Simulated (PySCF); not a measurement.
Calculated NMR parameters of O=C=C(Cl)CC(=O)[SiH3]

```yaml
Formula: C4H5ClO2Si
SMILES: O=C=C(Cl)CC(=O)[SiH3]
Point_group_of_the_computed_structure: C1
Degrees_of_unsaturation: 3
Carbon_signals: 4
Proton_signals: 2
```

Atoms are numbered as in `[O:1]=[C:2]=[C:3]([Cl:4])[CH2:5][C:6](=[O:7])[SiH3:8]` (H(Xn): hydrogen on atom n).

How the numbers were obtained: geometry from GFN2-xTB, σ from GIAO-PBE0/pcSseg-1, in PySCF 2.14.0 with density-fitted response routines (gas phase, relativity neglected, rapidly exchanging positions averaged, single conformer).

Scale: ¹H (σ = 31.72 ppm) and ¹³C (σ = 186.93 ppm) and ²⁹Si (σ = 349.16 ppm) vs TMS; H2O for ¹⁷O (σ = 336.08 ppm) (reference shieldings calculated alike).

```tsv
carbon	δC, type	δH (multiplicity)	HMBC from (2–3 bonds)	span of the C tensor (ppm)
C2	214.9, C	–	H(C5)	150
C3	56.9, C	–	H(C5)	61
C5	53.8, CH2	3.27 (s)	H(Si8)	40
C6	233.4, C	–	H(Si8), H(C5)	226
```

Other nuclei:
| atoms | nucleus | environment | δ (ppm) | σ (ppm) |
| --- | --- | --- | --- | --- |
| H(Si8) | ¹H | hydrogen on a silicon bonded to C | 4.17 | 27.55 |
| Si8 | ²⁹Si | silicon bonded to C, 3 H | -91.5 | 440.6 |
| O7 | ¹⁷O | carbonyl oxygen | 837.3 | -501.2 |
| O1 | ¹⁷O | carbonyl oxygen | 447.1 | -111.0 |

Carbon types of the structure: 3 × C, 1 × CH2, leaving 3 H on heteroatoms. δC 233.4: carbonyl carbon. δC 214.9: central carbon of a ketene. δC 53.8: sp3 CH2 α to a carbonyl; α to the electron-withdrawing carbonyl group. δH 4.17: hydrogen on a silicon bonded to C. δH 3.27: hydrogen on an sp3 CH2 α to a carbonyl.

Carbons that carry Cl, above all several Cl atoms, come out too deshielded, partly because spin–orbit coupling is missing. Shifts are as computed. Against solution values, carbons near 30 ppm lie about +3 ppm off and those near 130 ppm about +5 ppm; carbons on Cl a further +6 ppm. Of 1211 compounds with measured shifts, 218 miss one by over three times the rms of a fit or turn the order of signals round; such compounds aren't used in these exercises. Unscaled 17O shifts of doubly bonded oxygen tend to come out too high, by tens of ppm or more. Experimental scales use liquid or dissolved standards, which lie at an offset from isolated H2O (liquid H2O: subtract about 36 ppm). No couplings were computed; multiplicities are counted from neighbouring protons, with m where these are inequivalent, close in shift, in a saturated or five-membered ring or joined by F or P, and br s for small geminal =CH2 splittings.
